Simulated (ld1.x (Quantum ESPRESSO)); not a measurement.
What the settings do to the ultrasoft potential of S (Z = 16)

Base potential:

S (Z = 16), ultrasoft, made with ld1.x (Quantum ESPRESSO) 7.5 (PBE, fully relativistic). Core [Ne], reference 3s2 3p2.5 (charge +1.5). Waves: 3s (bound): rcut 1.15, rcutus 1.25 bohr; 3s channel at -1.7 Ry: rcut 1.15, rcutus 1.25 bohr; 3p (bound): rcut 1.25, rcutus 1.70 bohr; 3p channel at -1.15 Ry: rcut 1.25, rcutus 1.70 bohr. Local part: all-electron potential smoothed inside 1.45 bohr (lloc = -1). Core correction: a·sin(br)/r model core inside 1.25 bohr. Augmentation charge: PSQ, inside the norm-conserving radii.

Open shells are filled in proportion to 2j + 1 (rel_dist='average').

Cutoffs, loose and tight: the cutoffs (Ry, on a coarse ladder) from which the occupation-weighted sum of valence levels, in a spherical-Bessel basis at the reference potential, stays within 10 and 1 mRy of its value at 400 Ry. They do not see the model core or the augmentation charge, which bear on the density cutoff. Test errors are all-electron minus pseudo excitation energies from the reference, over the configurations 3s2 3p4; 3s2 3p3; 3s2 3p2; 3s1 3p4; 3s1 3p5; 3s0 3p6; 3s2 3p4.3. A dash means not determined; rows that change the core or the reference have their own tests. The largest error is taken over the tests solved by every variant that gives reliable tests at all: 3s2 3p2; 3s2 3p3; 3s2 3p4.

```tsv
change	outcome	cutoff, loose	cutoff, tight	bound ghosts	largest test error (meV)
base	generated	25 Ry	45 Ry	none	+1.3
all radii but the core radius scaled by about 0.77 (s 0.96, p 1.30 bohr, rcut 0.88/0.96); local potential all-electron potential smoothed inside 1.12 bohr (lloc = -1)	failed: run_pseudo: Errors in PS-KS equation	–	–	–	–
all radii but the core radius scaled by about 0.81 (s 1.02, p 1.38 bohr, rcut 0.94/1.02); local potential all-electron potential smoothed inside 1.18 bohr (lloc = -1)	failed: chargeps: negative rho	–	–	–	–
all radii but the core radius scaled by about 0.92 (s 1.14, p 1.56 bohr, rcut 1.06/1.14); local potential all-electron potential smoothed inside 1.32 bohr (lloc = -1)	failed: run_pseudo: Errors in PS-KS equation	–	–	–	–
all radii but the core radius scaled by about 1.07 (s 1.34, p 1.82 bohr, rcut 1.24/1.34); local potential all-electron potential smoothed inside 1.56 bohr (lloc = -1)	generated	21 Ry	40 Ry	none	+1.5
all radii but the core radius scaled by about 1.14 (s 1.42, p 1.94 bohr, rcut 1.30/1.42); local potential all-electron potential smoothed inside 1.64 bohr (lloc = -1)	generated	18 Ry	35 Ry	none	+1.9
all radii but the core radius scaled by about 1.23 (s 1.54, p 2.08 bohr, rcut 1.40/1.54); local potential all-electron potential smoothed inside 1.78 bohr (lloc = -1)	generated	15 Ry	30 Ry	none	+2.1
all radii but the core radius scaled by about 1.29 (s 1.62, p 2.20 bohr, rcut 1.48/1.62); local potential all-electron potential smoothed inside 1.88 bohr (lloc = -1)	generated	15 Ry	21 Ry	none	+2.1
all radii but the core radius scaled by about 1.38 (s 1.72, p 2.34 bohr, rcut 1.58/1.72); local potential all-electron potential smoothed inside 2.00 bohr (lloc = -1)	failed: chargeps: negative rho	–	–	–	–
```

Reading the sweep of the scale of all radii but the core radius (base = 1) (base included, trends over the rows without a ghost): The loose cutoff falls from 25 Ry at 1 to 15 Ry at 1.29. A larger radius leaves more room for a smooth pseudo-wave, so fewer plane waves are needed; a smaller one forces it to follow the all-electron wave where it bends sharply. The generation fails at 0.77, 0.81, 0.92, 1.38.
